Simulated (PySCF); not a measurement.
Be(F)(SeH) (BeFHSe), SMILES [F][Be][SeH].

Geometry: r2SCAN-D4/def2-TZVP. The values are those of a single conformer.

Vertical ionisation energy (IE) and electron affinity (EA) in eV. Rows of orbital energies are one-electron estimates. Where ΔSCF, EOM or ADC give a negative EA the extra electron is unbound and the value depends on the basis.

```
level                                                IE     EA
------------------------------------------------  -----  -----
−ε(HOMO), −ε(LUMO), CAM-B3LYP/def2-TZVPD (PySCF)      ?      ?
−ε(HOMO), −ε(LUMO), HF/def2-TZVPD (PySCF)         10.02  -0.91
```

Complete the blanks. (An estimate is asked for; the answer gives what the named calculation found.)


- −ε(HOMO), −ε(LUMO), CAM-B3LYP/def2-TZVPD (PySCF), IE: 8.77
- −ε(HOMO), −ε(LUMO), CAM-B3LYP/def2-TZVPD (PySCF), EA: 0.18
